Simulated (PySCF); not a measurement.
Structure with atom numbers: `[O:1]=[C:2]([O-:3])[C:4]1=[CH:5][C@@H:6]2[CH:7]=[CH:8][C@H:9]12` (H(Xn): hydrogen on atom n).

Geometry: GFN2-xTB; GIAO shifts from PySCF 2.14.0 with density-fitted response routines, gas phase, non-relativistic, averaged over equivalent atoms.

At PBE0/pcSseg-1 (178 basis functions, roughly 70 core-seconds):
| atoms | δ (ppm) |
| --- | --- |
| O1/O3 | 336.3 |
| C4 | 177.7 |
| C2 | 165.5 |
| C8 | 157.7 |
| C7 | 150.9 |
| C5 | 136.9 |
| C9 | 56.2 |
| C6 | 45.5 |
| H(C8) | 7.02 |
| H(C7) | 6.57 |
| H(C5) | 6.17 |
| H(C9) | 3.80 |
| H(C6) | 3.13 |

References, each an isolated molecule treated in the same way: $^{17}$O (σ = 336.08 ppm) vs H2O; $^{13}$C (σ = 186.93 ppm) and $^{1}$H (σ = 31.72 ppm) vs TMS.

**Question.** Estimate the result of repeating the calculation with HF/def2-SVPD.

**Answer.** 
| atoms | δ at HF/def2-SVPD | change |
| --- | --- | --- |
| O1/O3 | 265.5 | -70.8 |
| C4 | 173.9 | -3.8 |
| C2 | 163.1 | -2.4 |
| C8 | 151.3 | -6.4 |
| C7 | 143.4 | -7.5 |
| C5 | 134.2 | -2.7 |
| C9 | 44.9 | -11.3 |
| C6 | 36.2 | -9.3 |
| H(C8) | 7.05 | +0.03 |
| H(C7) | 6.56 | -0.01 |
| H(C5) | 6.44 | +0.27 |
| H(C9) | 3.65 | -0.15 |
| H(C6) | 2.96 | -0.17 |

References, each an isolated molecule treated in the same way: $^{17}$O (336.78 ppm) vs H2O; $^{13}$C (199.25 ppm) and $^{1}$H (32.37 ppm) vs TMS.

The largest change is at O1/O3 (carboxylate oxygen). Cost: 226 basis functions, of the order of 40 core-seconds. The order of the carbon signals is the same at both levels.

Unscaled 17O shifts of doubly bonded oxygen tend to come out too high, by tens of ppm or more. Experimental scales use liquid or dissolved standards, which lie at an offset from isolated H2O (liquid H2O: subtract about 36 ppm).
